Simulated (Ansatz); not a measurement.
`C=CC1C[SiH2]1` + HI → `C=CI` + `C1C[SiH2]1` at 700 K and 1 bar (substitution at a C–C bond).

Isolated molecules relaxed with PBE0-D4/def2-TZVP in Ansatz; ΔE leaves out vibrations. CBS: MP2 limit from def2 TZ/QZ plus the TZ coupled-cluster correction, frozen cores. def2 core potentials past Kr. For I outer-core shells are correlated without core-valence functions, which leaves a few kJ/mol of doubt a bond. Each species was taken in one conformer, which may not be the lowest.

```json
{"species": "`C=CC1C[SiH2]1`", "CCSD(T)/CBS energy (Eh)": "-446.03862", "H − E (kJ/mol)": "353.4", "S (J/(mol·K))": "453.0"}
{"species": "HI", "CCSD(T)/CBS energy (Eh)": "-298.03592", "H − E (kJ/mol)": "34.6", "S (J/(mol·K))": "231.7"}
{"species": "`C=CI`", "CCSD(T)/CBS energy (Eh)": "-375.31882", "H − E (kJ/mol)": "151.7", "S (J/(mol·K))": "344.4"}
{"species": "`C1C[SiH2]1`", "CCSD(T)/CBS energy (Eh)": "-368.74760", "H − E (kJ/mol)": "239.2", "S (J/(mol·K))": "354.1"}
```

H − E and S are ideal-gas, rigid-rotor, harmonic terms from PBE0-D4/def2-TZVP, for one conformer and one mirror image of each species. 1 Eh = 2625.50 kJ/mol, R = 8.31446 J/(mol·K).

Question: By hand: ΔE, ΔH, ΔS and ΔG.

Answer: ΔE = (-375.31882) + (-368.74760) − (-446.03862) − (-298.03592) = 0.00812 Eh = 21.3 kJ/mol. Δ(H − E) = 151.7 + 239.2 − 353.4 − 34.6 = 2.9, so ΔH = 24.2 kJ/mol. ΔS = 344.4 + 354.1 − 453.0 − 231.7 = 13.8 J/(mol·K). ΔG = 24.2 − 700 × (13.8)/1000 = 14.5 kJ/mol.

Question: By hand: the equilibrium constant, and the temperature at which ΔG would vanish if ΔH and ΔS stayed fixed.

Answer: log₁₀ K = −ΔG/(RT ln 10) = -1.1. ΔG = 0 at ΔH/ΔS = 1754 K, though so small a ΔS makes that figure unsure.

TΔS isn't small against ΔH here. A doubt of 5 kJ/mol in ΔE shifts log₁₀ K by 0.4 here. Other conformers and mirror images would add mixing entropy, several J/(mol·K) or more a flexible species. These are equilibria of isolated gas molecules and say nothing of rates. Largest T1 diagnostic: 0.011 (customary marks: 0.02 for closed shells, 0.045 for open ones).
